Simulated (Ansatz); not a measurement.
Born–Oppenheimer molecular dynamics of CH$_{6}$AlCl$_{2}$NO (12 atoms, charge 0, multiplicity 1). It starts from a rough guess of a transition structure, not a stationary point.

The calculation used Ansatz, UKS PBE0-D4/STO-3G.

```
ensemble                      : NVE (velocity Verlet)
time step                     : 0.5 fs
steps asked                   : 150
starting velocities drawn for : 300 K
seed                          : 898683
```

First frame:

```xyz
12
Properties=species:S:1:pos:R:3
Al 0.141 -1.200 1.267
O 1.603 -1.179 -0.350
Cl -0.706 -3.031 1.251
Cl 0.782 -0.016 2.778
H 0.569 -0.490 -0.661
N -0.653 0.015 -0.436
C -0.701 1.458 -0.585
H 2.396 -0.648 -0.340
H -1.306 -0.435 -1.064
H -0.492 1.755 -1.619
H 0.048 1.910 0.065
H -1.681 1.861 -0.305
```

(1) How far do the bonds stretch over the last three quarters of this one trajectory? (Pairs bonded in most of those frames.)

Results:

(1) 
```
   bond  mean (Å)  spread (Å)  shortest  longest
 Al1–O2     1.806       0.153      1.59     2.04
Al1–Cl3     2.083       0.073      1.97     2.20
Al1–Cl4     2.102       0.065      1.99     2.19
 Al1–N6     1.840       0.076      1.74     1.98
  O2–H8     1.023       0.051      0.94     1.09
  N6–C7     1.526       0.117      1.36     1.73
  N6–H9     1.053       0.029      1.00     1.10
 C7–H10     1.103       0.007      1.09     1.12
 C7–H11     1.103       0.014      1.08     1.13
 C7–H12     1.103       0.010      1.09     1.12
```

Mean temperature of the second half: 1135 K. The conserved energy stayed within 0.76 meV per atom of its start (net change -0.46 meV per atom), so the integration is sound. The system heated up, since it started high on the potential surface and ran downhill. A run of 0.075 ps of so small a system gives no equilibrium averages. The orbitals stay closed-shell, which can raise the energy where a bond breaks towards radicals; this wasn't checked here. Limits of this set-up: minimal basis.

Run time: 7.2 min on 1 CPU thread of a shared host.
